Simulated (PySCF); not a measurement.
A calculated (UHF, PySCF 2.14, def2-QZVPPD, the non-relativistic Hamiltonian (point nucleus)) atom or ion has these occupied shells.

```json
{"shell": "1s", "electrons": "2", "orbital energy (eV)": "-4079.4", "rms radius, mean of both spins (bohr)": "0.0896"}
{"shell": "2s", "electrons": "2", "orbital energy (eV)": "-472.65", "rms radius, mean of both spins (bohr)": "0.395"}
{"shell": "2p", "electrons": "6", "orbital energy (eV)": "-385.83", "rms radius, mean of both spins (bohr)": "0.363"}
{"shell": "3s", "electrons": "2", "orbital energy (eV)": "-75.594", "rms radius, mean of both spins (bohr)": "1.24"}
{"shell": "3p", "electrons": "6", "orbital energy (eV)": "-51.071", "rms radius, mean of both spins (bohr)": "1.37"}
```

Name the element and its charge.

Ca(2+) (calcium, charge +2), in [Ar], closed-shell 1S.
